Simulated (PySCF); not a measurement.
PySCF input (TPSSh/def2-TZVPD):

```python
from pyscf import gto, scf, dft

mol = gto.M(
    atom='''
    Si    0.13978535   -0.05230180    0.57272522
    Cl   -1.30687380   -0.11801017   -0.92305964
    O     0.94110608    1.38791913    0.56907792
    O     1.26413083   -1.20099805    0.26040512
    H     0.43016624    2.19803489    0.65740915
    H     2.18779839   -0.95500529    0.38058720
    ''',
    basis='def2-tzvpd',
    charge=0,
    spin=1,
    verbose=4,
)

mf = dft.UKS(mol, xc='tpssh').density_fit(auxbasis='def2-universal-jkfit')
mf.grids.level = 3
mf.conv_tol = 1e-9
mf.max_cycle = 100
mf.max_memory = 1500
mf.kernel()
if not mf.converged:
    mf = mf.newton()
    mf.kernel(mf.make_rdm1())
for _ in range(2):
    mo, _, stable, _ = mf.stability(return_status=True)
    if stable:
        break
    mf.kernel(mf.make_rdm1(mo, mf.mo_occ))
mf.analyze()
```

End of the output:

```
Extra cycle  E= -901.567925657921  delta_E= -1.48e-11  |g|= 1.49e-05  |ddm|= 1.78e-05
converged SCF energy = -901.567925657921  <S^2> = 0.75213021  2S+1 = 2.0021291
uhf_internal: lowest eigs of H = [0.33724575 0.34268382 0.35698166]
<class 'pyscf.df.df_jk.DFUKS'> wavefunction is stable in the internal stability analysis
**** SCF Summaries ****
Total Energy =                        -901.567925657920910
Nuclear Repulsion Energy =             215.956405510543277
One-electron Energy =                -1675.650287572985235
Two-electron Energy =                  558.125956404521048
Two-electron Coulomb Energy =          625.381916104442553
DFT Exchange-Correlation Energy =      -67.255959699921490
HOMO-LUMO gap [eV] =                     2.733316255088322
**** MO energy ****
                             alpha | beta                alpha | beta
MO #1   energy= -101.372578295199  | -101.371494763179  occ= 1 | 1
MO #2   energy= -66.0555100828077  | -66.0523929056275  occ= 1 | 1
MO #3   energy= -19.0869131947193  | -19.0840829369604  occ= 1 | 1
MO #4   energy= -19.0806637424866  | -19.0781976257141  occ= 1 | 1
MO #5   energy= -9.37525115141786  | -9.37431689753274  occ= 1 | 1
MO #6   energy= -7.12126390115461  | -7.11870335149878  occ= 1 | 1
MO #7   energy= -7.11522476373127  | -7.11450315542748  occ= 1 | 1
MO #8   energy= -7.11506568638546  | -7.11420821873189  occ= 1 | 1
MO #9   energy= -5.27793230004717  | -5.27406994866833  occ= 1 | 1
MO #10  energy= -3.62674522459403  | -3.62326538594675  occ= 1 | 1
MO #11  energy= -3.62550338300814  | -3.62205408737146  occ= 1 | 1
MO #12  energy= -3.62456937986194  | -3.61862082683602  occ= 1 | 1
MO #13  energy= -1.02206411606679  | -1.01661886555799  occ= 1 | 1
MO #14  energy= -1.00007965147318  | -0.994810042840208 occ= 1 | 1
MO #15  energy= -0.805611442896478 | -0.799562171491147 occ= 1 | 1
MO #16  energy= -0.571011613153496 | -0.564183909368837 occ= 1 | 1
MO #17  energy= -0.528353012908713 | -0.52495885186343  occ= 1 | 1
MO #18  energy= -0.435190047521337 | -0.424889149504217 occ= 1 | 1
MO #19  energy= -0.392622535342852 | -0.379025875721816 occ= 1 | 1
MO #20  energy= -0.376768366379376 | -0.371257944563047 occ= 1 | 1
MO #21  energy= -0.36634730560336  | -0.359279094485923 occ= 1 | 1
MO #22  energy= -0.342170297127832 | -0.335571464225004 occ= 1 | 1
MO #23  energy= -0.318387973664132 | -0.314479966325198 occ= 1 | 1
MO #24  energy= -0.315626197436533 | -0.313257810577418 occ= 1 | 1
MO #25  energy= -0.215146817998807 | -0.114699297498404 occ= 1 | 0
MO #26  energy= -0.0158463504978955 | -0.00871514112902139 occ= 0 | 0
MO #27  energy= -0.00737536241794986 | 0.00196359316853922 occ= 0 | 0
MO #28  energy= 0.0148210872365945 | 0.02482409496617   occ= 0 | 0
MO #29  energy= 0.0320716210138496 | 0.0430186009273362 occ= 0 | 0
MO #30  energy= 0.0401609424142793 | 0.0544252512501036 occ= 0 | 0
MO #31  energy= 0.0494333342046744 | 0.0585843032561002 occ= 0 | 0
MO #32  energy= 0.0566331422109475 | 0.0615758402106882 occ= 0 | 0
MO #33  energy= 0.0616255842878752 | 0.0655155631233302 occ= 0 | 0
MO #34  energy= 0.0687325107399306 | 0.074424092129501  occ= 0 | 0
MO #35  energy= 0.0797565834414844 | 0.0858374507357997 occ= 0 | 0
MO #36  energy= 0.0906657802827924 | 0.0950155129809284 occ= 0 | 0
MO #37  energy= 0.0979100786290694 | 0.102289744815072  occ= 0 | 0
MO #38  energy= 0.104524289533899  | 0.108311209128273  occ= 0 | 0
MO #39  energy= 0.121143317527589  | 0.124409761493133  occ= 0 | 0
MO #40  energy= 0.148814794345928  | 0.153822811040891  occ= 0 | 0
MO #41  energy= 0.152327723433212  | 0.155370263051269  occ= 0 | 0
MO #42  energy= 0.152738383654534  | 0.159029958009118  occ= 0 | 0
MO #43  energy= 0.162779844921168  | 0.170759048885762  occ= 0 | 0
MO #44  energy= 0.175757775038162  | 0.181697436611153  occ= 0 | 0
MO #45  energy= 0.184524022314979  | 0.194509855876182  occ= 0 | 0
MO #46  energy= 0.19462465577668   | 0.202303615237471  occ= 0 | 0
MO #47  energy= 0.206045799822819  | 0.215149652149606  occ= 0 | 0
MO #48  energy= 0.215613350722912  | 0.223447768548057  occ= 0 | 0
MO #49  energy= 0.223312770347358  | 0.230983257338271  occ= 0 | 0
MO #50  energy= 0.240664414445845  | 0.245979871664265  occ= 0 | 0
MO #51  energy= 0.246653001589017  | 0.252608667804891  occ= 0 | 0
MO #52  energy= 0.255116550352625  | 0.259445792678763  occ= 0 | 0
MO #53  energy= 0.263001403045818  | 0.265972021544869  occ= 0 | 0
MO #54  energy= 0.268903507045412  | 0.272749092004501  occ= 0 | 0
MO #55  energy= 0.271905510128347  | 0.275458534131525  occ= 0 | 0
MO #56  energy= 0.281405028369114  | 0.284995338363877  occ= 0 | 0
MO #57  energy= 0.283432594050384  | 0.287659782961131  occ= 0 | 0
MO #58  energy= 0.311824707322153  | 0.317721982638535  occ= 0 | 0
MO #59  energy= 0.327729691755589  | 0.332335261088046  occ= 0 | 0
MO #60  energy= 0.344207477818678  | 0.355013598959991  occ= 0 | 0
MO #61  energy= 0.354351407393873  | 0.360445054558727  occ= 0 | 0
MO #62  energy= 0.378106449793378  | 0.383574561159626  occ= 0 | 0
MO #63  energy= 0.390191764013145  | 0.397755416925679  occ= 0 | 0
MO #64  energy= 0.399577303765492  | 0.409393208375196  occ= 0 | 0
MO #65  energy= 0.410572950074643  | 0.417227328751542  occ= 0 | 0
MO #66  energy= 0.424683275399391  | 0.432908958488866  occ= 0 | 0
MO #67  energy= 0.438471112267354  | 0.443704822256063  occ= 0 | 0
MO #68  energy= 0.470046143310839  | 0.478960785855672  occ= 0 | 0
MO #69  energy= 0.491651614050745  | 0.499528765123233  occ= 0 | 0
MO #70  energy= 0.508460282380203  | 0.514866510217882  occ= 0 | 0
MO #71  energy= 0.522203418351591  | 0.529008942280147  occ= 0 | 0
MO #72  energy= 0.542568889052884  | 0.548496374729785  occ= 0 | 0
MO #73  energy= 0.549514026653123  | 0.556118791605807  occ= 0 | 0
MO #74  energy= 0.570352560597586  | 0.576754111113772  occ= 0 | 0
MO #75  energy= 0.582916216667478  | 0.589411100215063  occ= 0 | 0
MO #76  energy= 0.603065382668238  | 0.6065136306108    occ= 0 | 0
MO #77  energy= 0.614476432359111  | 0.619187568908784  occ= 0 | 0
MO #78  energy= 0.616140794071502  | 0.619878817671638  occ= 0 | 0
MO #79  energy= 0.625109623540419  | 0.633473803490204  occ= 0 | 0
MO #80  energy= 0.638420978225232  | 0.643678105084743  occ= 0 | 0
MO #81  energy= 0.655369600651335  | 0.663746690004898  occ= 0 | 0
MO #82  energy= 0.662835394046214  | 0.666921399128119  occ= 0 | 0
MO #83  energy= 0.66914476797703   | 0.674069464249811  occ= 0 | 0
MO #84  energy= 0.689630975010444  | 0.69751792486947   occ= 0 | 0
MO #85  energy= 0.733536861996971  | 0.737363665541656  occ= 0 | 0
MO #86  energy= 0.744598373278789  | 0.752973874396106  occ= 0 | 0
MO #87  energy= 0.757310225435714  | 0.762090882389491  occ= 0 | 0
MO #88  energy= 0.767045549317226  | 0.775120227146378  occ= 0 | 0
MO #89  energy= 0.812969100663331  | 0.817702918285493  occ= 0 | 0
MO #90  energy= 0.821799215150589  | 0.826419462124083  occ= 0 | 0
MO #91  energy= 0.831939677632683  | 0.836065196352331  occ= 0 | 0
MO #92  energy= 0.88873006463443   | 0.892565599637138  occ= 0 | 0
MO #93  energy= 0.942347583484282  | 0.947672420562145  occ= 0 | 0
MO #94  energy= 0.97292727637495   | 0.975891424700148  occ= 0 | 0
MO #95  energy= 1.02754895747633   | 1.03197535310111   occ= 0 | 0
MO #96  energy= 1.04495844216202   | 1.05269878500331   occ= 0 | 0
MO #97  energy= 1.07507335611776   | 1.08560592919089   occ= 0 | 0
MO #98  energy= 1.10965466133964   | 1.11946606264181   occ= 0 | 0
MO #99  energy= 1.13121736306096   | 1.13836779362132   occ= 0 | 0
MO #100 energy= 1.13431892449231   | 1.14581718445805   occ= 0 | 0
MO #101 energy= 1.14942121831915   | 1.15725918454221   occ= 0 | 0
MO #102 energy= 1.15440762585483   | 1.16715917394295   occ= 0 | 0
MO #103 energy= 1.19868624787669   | 1.20843314471095   occ= 0 | 0
MO #104 energy= 1.27492028895828   | 1.29296165579459   occ= 0 | 0
[...]
```

It need not be the lowest isomer of its formula.
